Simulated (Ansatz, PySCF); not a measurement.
C₄H₂BrCl, SMILES C#C/C=C(/Cl)Br. Atoms are numbered in the order given.

```xyz
8

C      0.7270    -3.2089     0.0000
C      1.0263    -2.0272     0.0000
C      1.4222    -0.6742     0.0000
C      0.5752     0.3835     0.0000
Cl     1.1628     2.0017     0.0000
Br    -1.2937     0.1962     0.0000
H      0.4497    -4.2468     0.0000
H      2.4950    -0.4465     0.0000
```
Charge 0, spin multiplicity 1.

Geometry optimised at r2SCAN-D4/def2-SVP. The structure was generated by enumeration; whether it is a known compound was not checked.

Two levels are set side by side: PBE-D3(BJ)/def2-SVP (Ansatz, a program for electronic structure) and r2SCAN-D4/def2-SVP (Ansatz). Each level has its own optimised geometry; the coordinates shown are those of the second. Frequencies come from the Hessian of PySCF at each geometry. Differences are taken from unrounded values.

```csv
quantity,r2SCAN-D4
mean bond length (Å),1.394
bond C1–C2 (Å),1.219
bond C2–C3 (Å),1.410
bond C3–C4 (Å),1.355
bond C4–Cl5 (Å),1.722
bond C4–Br6 (Å),1.878
bond C1–H7 (Å),1.074
bond C3–H8 (Å),1.097
highest harmonic wavenumber (cm⁻¹),3476
mean harmonic wavenumber (cm⁻¹),1028
zero-point energy (kcal/mol),26.45
```

Q: What does PBE-D3(BJ) give, and how far is it from r2SCAN-D4? (The exact figures need the calculation; the answer reports its results.)

A: 
```
quantity                            PBE-D3(BJ)  PBE-D3(BJ) minus r2SCAN-D4
----------------------------------  ----------  --------------------------
mean bond length (Å)                     1.400                       0.007
bond C1–C2 (Å)                           1.227                       0.008
bond C2–C3 (Å)                           1.413                       0.003
bond C3–C4 (Å)                           1.363                       0.008
bond C4–Cl5 (Å)                          1.727                       0.005
bond C4–Br6 (Å)                          1.887                       0.008
bond C1–H7 (Å)                           1.081                       0.007
bond C3–H8 (Å)                           1.104                       0.007
highest harmonic wavenumber (cm⁻¹)        3407                         -69
mean harmonic wavenumber (cm⁻¹)           1003                         -25
zero-point energy (kcal/mol)             25.82                       -0.63
```
